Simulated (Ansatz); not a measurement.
C3H7FOSi (`CC(C)O[Si]F`), relaxed with RKS PBE0-D4/def2-TZVP in the Gaussian-basis code of Ansatz from a PBE-D4/def2-SVP geometry. The force threshold is 0.005 eV/Å; the program also tests the step.

Total charge 0; spin multiplicity 1.

Start:

```xyz
13

C    -0.563   -0.579   -1.355
C    -0.067    0.147   -0.111
C    -0.370   -0.601    1.185
O     1.365    0.308   -0.231
Si    2.347    1.590    0.203
F     1.230    2.649    0.841
H    -0.093   -1.581   -1.432
H    -1.664   -0.709   -1.319
H    -0.310   -0.008   -2.270
H    -0.528    1.158   -0.058
H    -1.461   -0.771    1.291
H     0.141   -1.585    1.193
H    -0.028   -0.018    2.063
```

| step | energy (eV) | largest force (eV/Å) | largest move (Å) |
| --- | --- | --- | --- |
| 1 | -15860.5711 | 1.148 | 0.000 |
| 2 | -15860.6430 | 0.730 | 0.024 |
| 3 | -15860.6677 | 0.056 | 0.022 |
| 4 (rejected) | -15860.6670 | 0.115 | 0.051 |
| 5 | -15860.6690 | 0.030 | 0.025 |
| 6 | -15860.6699 | 0.030 | 0.055 |
| 7 | -15860.6703 | 0.018 | 0.040 |
| 8 | -15860.6707 | 0.059 | 0.066 |
| 9 | -15860.6711 | 0.110 | 0.072 |
| 10 | -15860.6715 | 0.122 | 0.044 |
| 11 | -15860.6719 | 0.122 | 0.056 |
| 12 | -15860.6722 | 0.113 | 0.058 |
| 13 | -15860.6725 | 0.098 | 0.041 |
| 14 | -15860.6728 | 0.068 | 0.062 |
| 15 | -15860.6730 | 0.056 | 0.052 |
| 16 (rejected) | -15860.6728 | 0.115 | 0.010 |
| 17 | -15860.6731 | 0.021 | 0.005 |
| 18 | -15860.6732 | 0.005 | 0.022 |
| 19 | -15860.6732 | 0.006 | 0.025 |
| 20 | -15860.6732 | 0.004 | 0.012 |

End:

```xyz
13

C    -0.500   -0.488   -1.298
C    -0.071    0.132    0.014
C    -0.438   -0.720    1.209
O     1.351    0.293   -0.007
Si    2.330    1.588    0.090
F     1.279    2.817    0.231
H    -0.023   -1.462   -1.430
H    -1.583   -0.625   -1.316
H    -0.221    0.150   -2.139
H    -0.529    1.122    0.117
H    -1.520   -0.863    1.255
H     0.040   -1.699    1.137
H    -0.115   -0.246    2.138
```

Run time 25 s (2 threads of an AMD EPYC 7R13 on a shared host and a share of an NVIDIA H100 80 GB); peak host memory 0.86 GiB.
